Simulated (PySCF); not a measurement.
# Orbital picture of BeC⁻

UHF at R = 1.690 Å; PySCF, no relativity, basis sets Be def2-SVPD, C def2-SVPD. State: ⁴Σ⁻ (quartet), unpaired electrons σ ↑, π ↑↑. Only the outer orbitals are listed, counted within each symmetry.

```json
{"spin": "α", "orbital": "3σ", "occ.": "1", "ε (eV)": "-16.12", "on Be (%)": "12", "main shells (%)": "86 C s"}
{"spin": "α", "orbital": "4σ", "occ.": "1", "ε (eV)": "-4.88", "on Be (%)": "30", "main shells (%)": "61 C p, 27 Be s, 9 C s"}
{"spin": "α", "orbital": "1π", "occ.": "1", "ε (eV)": "-3.57", "on Be (%)": "16", "main shells (%)": "83 C p, 16 Be p"}
{"spin": "α", "orbital": "1π", "occ.": "1", "ε (eV)": "-3.57", "on Be (%)": "16", "main shells (%)": "83 C p, 16 Be p"}
{"spin": "α", "orbital": "5σ", "occ.": "1", "ε (eV)": "-2.40", "on Be (%)": "80", "main shells (%)": "47 Be p, 33 Be s, 10 C p"}
{"spin": "α", "orbital": "2π", "occ.": "0", "ε (eV)": "5.30", "on Be (%)": "95", "main shells (%)": "95 Be p"}
{"spin": "α", "orbital": "2π", "occ.": "0", "ε (eV)": "5.30", "on Be (%)": "95", "main shells (%)": "95 Be p"}
{"spin": "β", "orbital": "3σ", "occ.": "1", "ε (eV)": "-9.84", "on Be (%)": "22", "main shells (%)": "77 C s, 14 Be s"}
{"spin": "β", "orbital": "4σ", "occ.": "1", "ε (eV)": "-0.86", "on Be (%)": "50", "main shells (%)": "53 Be s, 33 C p, 17 C s"}
{"spin": "β", "orbital": "1π", "occ.": "0", "ε (eV)": "5.03", "on Be (%)": "97", "main shells (%)": "97 Be p"}
{"spin": "β", "orbital": "1π", "occ.": "0", "ε (eV)": "5.03", "on Be (%)": "97", "main shells (%)": "97 Be p"}
{"spin": "β", "orbital": "5σ", "occ.": "0", "ε (eV)": "5.34", "on Be (%)": "88", "main shells (%)": "104 Be p"}
```

Q: Which are the highest filled and the lowest empty level, where do they sit, and how wide is the gap?

A: Highest filled β 4σ at -0.86 eV (in %: 53 Be s, 33 C p, 17 C s); lowest empty β 1π at 5.03 eV (in %: 97 Be p); the gap at UHF is 5.89 eV. An empty level above zero is unbound, and its energy depends on the basis.

```json
{
 "bond order (Mayer)": "1.36",
 "⟨S²⟩": "3.794",
 "charge on Be (Mulliken, basis-dependent)": "-0.25",
 "charge on Be (Löwdin, basis-dependent)": "-0.28",
 "dipole moment (positive dipole points towards C; it is taken about the centre of mass and depends on that origin)": "-0.14 D"
}
```

Shares are Mulliken populations and can fall outside 0 to 100 %.

The state is the lowest determinant that a PBE0 search found; another state may lie lower at other levels.
